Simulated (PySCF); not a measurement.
Vertical excitations of a molecule C₃H₈BNO from TDDFT-B3LYP/def2-SVPD (PySCF), as energy in eV (oscillator strength): 5.94 (0.004), 6.35 (0.007), 6.68 (0.203), 6.88 (0.011), 6.94 (0.043), 7.29 (0.004), 7.46 (0.081), 7.53 (0.040), 7.65 (0.016), 7.70 (0.037). Lowest triplet (TDA): 4.27 eV. Geometry optimised at PBE-D3(BJ)/def2-SVP. One conformer was computed; it need not be the lowest.

Which molecule gave these data?
A) C[C@@H]1CB(N)O1
B) C=COB(C)N
C) C/C=N/B(C)O
D) C=CCB(N)O

D, C=CCB(N)O
